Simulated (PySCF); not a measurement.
C3H8O2Si, SMILES O[SiH2][C@H](C=O)C.

Coordinates come from a B3LYP-D3(BJ)/def2-SVP optimisation. The structure was generated by enumeration; whether it is a known compound was not checked. Other conformers were not sampled.

Two levels are set side by side: TDDFT-PBE/def2-SVPD (PySCF) and TDDFT-LC-ωPBE/def2-SVPD (PySCF). Vertical, same geometry. The lowest singlet is HOMO→LUMO 100 % with PBE and HOMO→LUMO 74 %, HOMO→LUMO+1 16 % with the other functional; states are paired by order. Differences are taken from unrounded values.

```tsv
quantity	TDDFT-LC-ωPBE	TDDFT-PBE	TDDFT-PBE minus TDDFT-LC-ωPBE
lowest singlet excitation (eV)	4.22	3.96	-0.26
lowest triplet excitation (TDA) (eV)	3.60	3.39	-0.20
```

A lower first singlet is the usual sign of a functional without exact exchange. Differences between two approximate levels are no errors against the true value.

Rough cost on one machine, each run with all the roots and properties that it gave: TDDFT-LC-ωPBE against TDDFT-PBE about 7 times.
